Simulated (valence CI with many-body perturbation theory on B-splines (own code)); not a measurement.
Values are calculated unless marked as measured or tabulated.
## Basis-set convergence for Sb XXXI

Method: relativistic CI+MBPT: three valence electrons over a frozen Dirac-Fock core [Ar], radial functions for each j: 7 s, 7 p, 8 d, 6 f, 4 g, 1 h, with the one-electron correlation potential Σ1 (screened to all orders), the two-electron term Σ2, the three-electron term Σ3, Breit, model QED; selected single and double excitations, second order for the rest, scaled by the run's own slope (own B-spline code, finite nucleus).

The last digits are not significant, and no measured levels were compared; by estimate large intervals hold to a few tenths of a per cent, small ones and those within an open d or f shell to about a per cent. Only levels of the ground parity were solved; by the run's estimate the other parity begins above the list, which can be wrong where configurations are misplaced.

The reference run has the lowest level (3d3/2^3) J=3/2 and an ionisation energy of 1781.66 eV. Its largest variational space holds 4830 state functions.

Levels are named by their leading jj configuration (3d3/2^4 stands for four electrons in 3d with j = 3/2), which in mixed levels can hold well under half, so a name can repeat and another be missing. Letters in brackets count levels of one name in rising energy.

Changed runs:
A. basis 6 s, 6 p, 5 d, 5 f, 1 g
B. basis 5 s, 5 p, 4 d, 4 f

Excitation energies of the reference run in cm⁻¹, and shifts in cm⁻¹:

```tsv
Level	Reference	A	B
(3d3/2^2 3d5/2) J=5/2	62012	-133	-213
(3d3/2^2 3d5/2) J=7/2	98191	-36	-18
(3d3/2^2 3d5/2) J=3/2	105542	+155	+354
(3d3/2^2 3d5/2) J=9/2	113263	+118	+295
(3d3/2^2 3d5/2) J=1/2	124070	+153	+371
(3d3/2 3d5/2^2) J=7/2 [a]	178556	+136	+314
(3d3/2 3d5/2^2) J=5/2 [a]	187428	+107	+257
(3d3/2 3d5/2^2) J=9/2	188712	+70	+257
(3d3/2 3d5/2^2) J=3/2 [a]	214761	+173	+331
(3d3/2 3d5/2^2) J=1/2	226624	+304	+664
(3d3/2 3d5/2^2) J=11/2	238959	+301	+758
(3d3/2 3d5/2^2) J=5/2 [b]	256694	+334	+620
Ionisation energy (eV)	1781.66	-0.06	-0.08
```
